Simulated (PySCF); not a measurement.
Trends in electronic spectra. Level of theory: TDDFT wB97X-D/def2-SVPD, vertical, gas phase, core orbitals frozen in the response (PySCF). Geometries: GFN2-xTB; one conformer of each isolated species. Triplets are in the Tamm–Dancoff approximation. 'Strongest' means the level of largest summed f among the lowest 8 singlets; it needn't be the same kind of state in each.

Question: Rank by computed lowest singlet excitation energy, highest first.
A. `CC[Si@@H](N)O[SiH3]`
B. `CO[SiH](OC)OC`
C. `CP(C)CSC`
D. `N#Cc1cnnnc1`
E. `C#Cc1ccncp1`
F. `[SiH3]C1PC=1`

Answer: B (8.14 eV), A (6.83 eV), C (5.44 eV), F (4.99 eV), E (3.78 eV), D (3.20 eV).

```json
{"SMILES": "CO[SiH](OC)OC", "S1 (eV)": "8.14", "T1 (eV)": "8.02", "HOMO (eV)": "-10.15", "f (strongest)": "0.02", "α (au)": "71.4", "S1 mainly": "H→L (46%)"}
{"SMILES": "CC[Si@@H](N)O[SiH3]", "S1 (eV)": "6.83", "T1 (eV)": "6.60", "HOMO (eV)": "-9.29", "f (strongest)": "0.10", "α (au)": "85.3", "S1 mainly": "H→L (44%)"}
{"SMILES": "CSCP(C)C", "S1 (eV)": "5.44", "T1 (eV)": "5.06", "HOMO (eV)": "-8.00", "f (strongest)": "0.13", "α (au)": "96.7", "S1 mainly": "H→L (66%)"}
{"SMILES": "[SiH3]C1=CP1", "S1 (eV)": "4.99", "T1 (eV)": "3.79", "HOMO (eV)": "-8.69", "f (strongest)": "0.20", "α (au)": "74.5", "S1 mainly": "H→L (94%)"}
{"SMILES": "C#Cc1ccncp1", "S1 (eV)": "3.78", "T1 (eV)": "3.00", "HOMO (eV)": "-9.13", "f (strongest)": "0.39", "α (au)": "101.2", "S1 mainly": "H-1→L (96%)"}
{"SMILES": "N#Cc1cnnnc1", "S1 (eV)": "3.20", "T1 (eV)": "2.37", "HOMO (eV)": "-9.83", "f (strongest)": "0.26", "α (au)": "68.1", "S1 mainly": "H→L (97%)"}
```

H and L stand for HOMO and LUMO.

Mean S1 by what the SMILES shows (count): single bonds only 6.80 eV (3); an aromatic ring 3.49 eV (2).

- `CO[SiH](OC)OC`: Löwdin shares by element: HOMO oxygen 62% or more, carbon 10% or more, hydrogen 6% or more (atoms not listed hold the other 21%); LUMO carbon 32%, silicon 24% (atoms not listed hold the other 44%).
- `CC[Si@@H](N)O[SiH3]`: Löwdin shares by element: HOMO nitrogen 47%, silicon 15% or more, hydrogen 10% or more, carbon 10% or more (atoms not listed hold the other 18%); LUMO silicon 44%, hydrogen 7% or more, oxygen 7% (atoms not listed hold the other 42%).
- `CSCP(C)C`: Löwdin shares by element: HOMO sulfur 56%, carbon 19% or more, phosphorus 13%; LUMO sulfur 48%, carbon 21% or more (atoms not listed hold the other 32%).
- `[SiH3]C1=CP1`: Löwdin shares by element: HOMO phosphorus 46%, carbon 36%, hydrogen 14% or more; LUMO carbon 68%, silicon 12%, phosphorus 6%.
- `C#Cc1ccncp1`: Löwdin shares by element: HOMO carbon 40% or more, phosphorus 28% (atoms not listed hold the other 32%); LUMO carbon 31% or more, phosphorus 26%, nitrogen 10% (atoms not listed hold the other 32%).
- `N#Cc1cnnnc1`: Löwdin shares by element: HOMO nitrogen 88% or more, carbon 5% or more; LUMO nitrogen 43% or more, carbon 19% or more (atoms not listed hold the other 39%).
